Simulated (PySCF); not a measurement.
CH₄FGaO, SMILES [F][Ga]([OH])[CH3].

Coordinates come from a PBE0-D3(BJ)/def2-SVP optimisation. The structure was generated by enumeration; whether it is a known compound was not checked. The values are those of a single conformer.

Two levels are set side by side: PBE/def2-TZVP (PySCF) and B3LYP/def2-TZVP (PySCF). Same geometry, gas phase. Differences are taken from unrounded values.

```csv
quantity,PBE
orbital gap (eV),6.05
highest occupied level (eV),-7.36
lowest empty level (eV),-1.30
dipole moment (D),1.49
mean polarisability (bohr³),42.7
```

### Question
These are the PBE values. What does B3LYP give? (An estimate is asked for; the answer gives what the named calculation found.)

### Answer

| quantity | B3LYP | PBE minus B3LYP |
|---|---|---|
| orbital gap (eV) | 8.01 | -1.95 |
| highest occupied level (eV) | -8.78 | 1.42 |
| lowest empty level (eV) | -0.77 | -0.53 |
| dipole moment (D) | 1.56 | -0.06 |
| mean polarisability (bohr³) | 40.9 | 1.9 |

Without exact exchange PBE keeps part of each electron's self-repulsion, which lifts occupied levels and narrows the gap. Loosely held outer electrons make PBE densities more polarisable. Differences between two approximate levels are no errors against the true value.

Rough cost on one machine, each run with all the roots and properties that it gave: B3LYP against PBE within a factor of 2.
